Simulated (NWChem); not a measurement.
Molecule: H2SeO; SMILES O[SeH]

```xyz
4

Se     0.0455    -0.3597    -0.0165
H     -1.4172    -0.5504     0.1076
O      0.0315     1.4473    -0.0965
H      0.1223     1.7549     0.8143
```
Atoms are numbered in this order, from 1.

Level: PBE0/def2-SVP (NWChem), optimised geometry, unscaled harmonic frequencies. This build's default masses of Se (78.918 u) and Br (79.917 u) are each other's, which moves their modes by up to 0.6 %.

### Question
List the harmonic frequencies with IR intensities, and the thermochemistry.

### Answer
```csv
frequency (cm⁻¹),IR intensity (km/mol)
443,84.8
665,37.4
871,1.7
1125,43.1
2392,43.5
3859,91.3
```

```json
{
  "zero_point_energy": "13.4 kcal/mol",
  "thermal correction to the enthalpy at 298.15 K (with zero-point energy)": "16.0 kcal/mol",
  "heat capacity Cv": "9.0 cal/(mol K)",
  "entropy at 298.15 K and 1 atm (symmetry number 1)": "61.4 cal/(mol K)",
  "dipole_moment": "1.71 D"
}
```

Rigid rotor and harmonic oscillator.
